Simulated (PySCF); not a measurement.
Sn(H)(Cl)2(vinyl) (C₂H₄Cl₂Sn), SMILES [CH](=C)[SnH]([Cl])[Cl].

Geometry optimised at PBE-D3(BJ)/def2-SVP. The structure was generated by enumeration; whether it is a known compound was not checked. The def2 effective core potentials stand for the cores of Sn; spin–orbit coupling is left out. Other conformers were not sampled.

These are PBE-D3(BJ)/def2-SVP run with PySCF 2.14.0 values and carry that method's errors.

Frequencies are harmonic and unscaled.

Computed harmonic wavenumbers and intensities:
```
mode  ν (cm⁻¹)  IR (km/mol)  moving atoms (share of kinetic energy)
----  --------  -----------  --------------------------------------
1           66          0.7        C 43 %, Cl 25 %, H 21 %, Sn 10 %
2          100          2.1         Cl 60 %, C 17 %, Sn 14 %, H 9 %
3          110          2.8          Cl 54 %, C 29 %, H 9 %, Sn 8 %
4          138          4.0        H 30 %, C 29 %, Cl 24 %, Sn 17 %
5          283          4.4                 C 63 %, H 21 %, Sn 12 %
6          351         27.3                        Cl 82 %, Sn 17 %
7          366         58.3                        Cl 71 %, Sn 28 %
8          455         25.1                          H 75 %, C 22 %
9          508          6.9                          C 58 %, H 35 %
10         546         85.2                          H 80 %, C 16 %
11         575         86.3                                  H 92 %
12         948          7.0                          H 86 %, C 14 %
13         949          8.9                          H 74 %, C 26 %
14         982         25.4                                  H 93 %
15        1193         22.7                          H 73 %, C 27 %
16        1356         11.5                          H 86 %, C 14 %
17        1608          1.3                          C 87 %, H 13 %
18        1867        130.9                                  H 99 %
19        3048          7.8                                  H 95 %
20        3100          1.8                           H 91 %, C 9 %
21        3145          0.2                          H 89 %, C 11 %
```
